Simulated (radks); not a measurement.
Values are calculated unless marked as measured or tabulated.
All-electron atom: Au1.5+ in [Xe] 4f14 5d8 6p1.5 (fractional occupations, a model configuration). Level of theory: scalar-relativistic Kohn-Sham, r2SCAN, spin-unpolarised, spherical densities, finite nucleus; meta-GGA in the generalised Kohn-Sham scheme; Fermi nuclear charge, rms radius 5.4371 fm (a radial shooting solver on a logarithmic mesh with Libxc functionals).

Unscreened Slater integrals over Kohn-Sham orbitals (cm^-1).

integral    value
F0(6p,6p)   63366
F2(6p,6p)   34529
F0(6p,5d)   77822
F2(6p,5d)   24729
G1(6p,5d)   10815
G3(6p,5d)  8797.1
F0(6p,5p)   80299
F2(6p,5p)   17806
G0(6p,5p)  3050.6
G2(6p,5p)  4109.9
F0(6p,4f)   83798
F2(6p,4f)  7962.3
G2(6p,4f)  1823.7
G4(6p,4f)  1695.2
F0(5d,5d)  136760
F2(5d,5d)   71042
F4(5d,5d)   47117
F0(5d,5p)  155360
F2(5d,5p)   77224
G1(5d,5p)   93135
G3(5d,5p)   57733
F0(5d,4f)  177130
F2(5d,4f)   41591
F4(5d,4f)   19383
G1(5d,4f)   13326
G3(5d,4f)   12704
G5(5d,4f)   10209
F0(5p,5p)  185510
F2(5p,5p)  100140
F0(5p,4f)  228600
F2(5p,4f)   70894
G2(5p,4f)   26643
G4(5p,4f)   22625
F0(4f,4f)  402900
F2(4f,4f)  200400
F4(4f,4f)  127690
F6(4f,4f)   92448

Derived for the open shells (J is the average intra-shell exchange parameter used in DFT+U). 5d: Racah B = F2/49 - 5 F4/441 = 915.6 cm^-1, C = 35 F4/441 = 3739 cm^-1, C/B = 4.08, F4/F2 = 0.663, J = (F2 + F4)/14 = 8440 cm^-1. 6p: J = F2/5 = 6906 cm^-1.
